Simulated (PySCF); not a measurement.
Frontier levels across methods

CH8SSi2.
Numbering: `[CH3:1][SiH2:2][S:3][SiH3:4]` (hydrogens: H5, H6, H7 on C1; H8, H9 on Si2; H10, H11, H12 on Si4)

Structure used (PBE0-D3(BJ)/def2-SVP), in Å, numbered top down from 1:
```xyz
12
CH8SSi2 angstrom
C     -2.3098    0.2249    0.2278
Si    -0.5510    0.3118    0.8543
S      0.7223    0.5247   -0.8758
Si     2.6333    0.6059    0.1010
H     -2.5707    1.1429   -0.3195
H     -2.4356   -0.6322   -0.4506
H     -3.0104    0.1090    1.0693
H     -0.1761   -0.9266    1.6046
H     -0.3527    1.4784    1.7689
H      2.8938   -0.6420    0.8801
H      2.7137    1.7714    1.0323
H      3.6504    0.7491   -0.9784
```

Basis pcSseg-2 throughout (PySCF), one geometry. The structure is a single PBE0-D3(BJ)/def2-SVP conformer in the gas phase; no vibrational or solvent corrections.

How do the orbital energies, the gap and the dipole change with the method?

```json
{"method": "BLYP", "kind": "GGA", "HOMO (eV)": "-6.03", "LUMO (eV)": "-0.72", "gap (eV)": "5.31", "μ (D)": "1.09", "SCF cycles": "14"}
{"method": "B97-D", "kind": "GGA", "HOMO (eV)": "-6.16", "LUMO (eV)": "-0.71", "gap (eV)": "5.46", "μ (D)": "1.12", "SCF cycles": "14"}
{"method": "PBE", "kind": "GGA", "HOMO (eV)": "-6.20", "LUMO (eV)": "-0.86", "gap (eV)": "5.34", "μ (D)": "1.12", "SCF cycles": "14"}
{"method": "OPBE", "kind": "GGA", "HOMO (eV)": "-6.21", "LUMO (eV)": "-0.68", "gap (eV)": "5.53", "μ (D)": "1.15", "SCF cycles": "14"}
{"method": "KT2", "kind": "GGA", "HOMO (eV)": "-6.26", "LUMO (eV)": "-0.96", "gap (eV)": "5.29", "μ (D)": "1.10", "SCF cycles": "14"}
{"method": "LDA", "kind": "LDA", "HOMO (eV)": "-6.26", "LUMO (eV)": "-1.11", "gap (eV)": "5.15", "μ (D)": "1.14", "SCF cycles": "13"}
{"method": "KT3", "kind": "GGA", "HOMO (eV)": "-6.28", "LUMO (eV)": "-0.87", "gap (eV)": "5.41", "μ (D)": "1.09", "SCF cycles": "14"}
{"method": "BP86", "kind": "GGA", "HOMO (eV)": "-6.29", "LUMO (eV)": "-0.90", "gap (eV)": "5.39", "μ (D)": "1.12", "SCF cycles": "14"}
{"method": "B3LYP", "kind": "global hybrid", "HOMO (eV)": "-7.13", "LUMO (eV)": "-0.24", "gap (eV)": "6.89", "μ (D)": "1.12", "SCF cycles": "12"}
{"method": "B97-2", "kind": "global hybrid", "HOMO (eV)": "-7.14", "LUMO (eV)": "0.00", "gap (eV)": "7.14", "μ (D)": "1.15", "SCF cycles": "12"}
{"method": "PBE0", "kind": "global hybrid", "HOMO (eV)": "-7.37", "LUMO (eV)": "-0.02", "gap (eV)": "7.35", "μ (D)": "1.16", "SCF cycles": "12"}
{"method": "mPW1PW91", "kind": "global hybrid", "HOMO (eV)": "-7.40", "LUMO (eV)": "-0.02", "gap (eV)": "7.37", "μ (D)": "1.15", "SCF cycles": "12"}
{"method": "BHandHLYP", "kind": "global hybrid", "HOMO (eV)": "-8.41", "LUMO (eV)": "0.70", "gap (eV)": "9.12", "μ (D)": "1.17", "SCF cycles": "11"}
{"method": "CAM-B3LYP", "kind": "range-separated hybrid", "HOMO (eV)": "-8.65", "LUMO (eV)": "0.84", "gap (eV)": "9.49", "μ (D)": "1.16", "SCF cycles": "11"}
{"method": "wB97X-D", "kind": "range-separated hybrid", "HOMO (eV)": "-9.20", "LUMO (eV)": "1.67", "gap (eV)": "10.86", "μ (D)": "1.18", "SCF cycles": "12"}
{"method": "LC-wPBE", "kind": "range-separated hybrid", "HOMO (eV)": "-10.03", "LUMO (eV)": "1.96", "gap (eV)": "11.99", "μ (D)": "1.22", "SCF cycles": "12"}
{"method": "HF", "kind": "Hartree–Fock", "HOMO (eV)": "-10.10", "LUMO (eV)": "2.51", "gap (eV)": "12.62", "μ (D)": "1.25", "SCF cycles": "10"}
```

The HOMO spans 4.07 eV, from BLYP down to HF, and the gap runs from 5.15 eV (LDA) to 12.62 eV (HF). Over the methods BLYP (0 %), B97-D (0 %), PBE (0 %), OPBE (0 %), KT2 (0 %), LDA (0 %), KT3 (0 %), BP86 (0 %), B3LYP (20 %), B97-2 (21 %), PBE0 (25 %), mPW1PW91 (25 %), BHandHLYP (50 %), HF (100 %), a straight line through the gap against the share of exact exchange rises by 0.73 eV for each 10 % (correlation coefficient 0.998). The dipole ranges from 1.09 D (BLYP) to 1.25 D (HF). This basis has no diffuse functions.

The vertical ΔSCF ionisation energy at wB97X-D/def2-SVPD is 9.41 eV; −ε(HOMO) comes closest to it with wB97X-D (9.20 eV).
